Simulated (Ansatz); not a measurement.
`[SiH3]B1B[SiH2]1` + H₂ → `B1B[SiH2]1` + SiH₄ at 500 K and 1 bar (hydrogenolysis of a B–Si bond).

Gas-phase electronic energies from Ansatz, PBE0-D4/def2-TZVP geometries. CCSD(T)/CBS adds triple-zeta CCSD(T) − MP2 to the extrapolated MP2 energy (def2 sets, frozen cores). This one scheme is used for every species.

```
           species  CCSD(T)/CBS energy (Eh)  H − E (kJ/mol)  S (J/(mol·K))
`[SiH3]B1B[SiH2]1`               -631.26067           197.3          414.6
                H₂                 -1.17544            41.0          145.5
      `B1B[SiH2]1`               -340.97257           136.8          329.8
              SiH₄               -291.46306           102.4          230.9
```

H − E and S are ideal-gas, rigid-rotor, harmonic terms from PBE0-D4/def2-TZVP. The MP2-based limit puts H₂ 0.8 mEh under its directly extrapolated value; such offsets cancel only in part. 1 Eh = 2625.50 kJ/mol, R = 8.31446 J/(mol·K).

Task: By hand: ΔE, ΔH, ΔS and ΔG.

Result: ΔE = (-340.97257) + (-291.46306) − (-631.26067) − (-1.17544) = 0.00048 Eh = 1.3 kJ/mol. Δ(H − E) = 136.8 + 102.4 − 197.3 − 41.0 = 0.9, so ΔH = 2.2 kJ/mol. ΔS = 329.8 + 230.9 − 414.6 − 145.5 = 0.6 J/(mol·K). ΔG = 2.2 − 500 × (0.6)/1000 = 1.9 kJ/mol.

Task: By hand: the equilibrium constant, and the temperature at which ΔG would vanish if ΔH and ΔS stayed fixed.

Result: log₁₀ K = −ΔG/(RT ln 10) = -0.2. ΔG = 0 at ΔH/ΔS = 3667 K, far beyond where these terms or the molecules hold.

The number of gas molecules stays the same, so ΔS is small and ΔH decides. The sign of ΔG lies within the doubt. A doubt of 5 kJ/mol in ΔE shifts log₁₀ K by 0.5 here. These are equilibria of isolated gas molecules and say nothing of rates. Largest T1 diagnostic: 0.015 (customary marks: 0.02 for closed shells, 0.045 for open ones).
